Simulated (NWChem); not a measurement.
System: C$_{3}$H$_{3}$Cl$_{2}$F; SMILES F[C@@H]1CC1(Cl)Cl

```xyz
9

F     -0.4874     2.1390    -0.6078
C     -1.0017     0.9476    -0.2068
C     -0.8264     0.5373     1.2378
C     -0.0542    -0.1724     0.1489
Cl     1.6757     0.1380     0.0048
Cl    -0.5368    -1.8236    -0.2790
H     -1.9271     0.6760    -0.7446
H     -1.6391    -0.0082     1.7415
H     -0.2372     1.2201     1.8698
```
Atoms are numbered in this order, from 1.

Program: NWChem. Pople sets run with spherical d functions. Coordinates come from a PBE-D3(BJ)/def2-SVP optimisation. Level: M06-2X/6-31G* with SMD (1 M gas to 1 M solution), gas-phase geometry.

Question: Among these, which solvent gives the highest value of “solvation free energy (kcal/mol)”?
A. water
B. chlorobenzene
C. acetone
D. 2-propanol

Answer: A, water. Values: acetone -6.3; 2-propanol -6.3; chlorobenzene -6.2; water -1.9
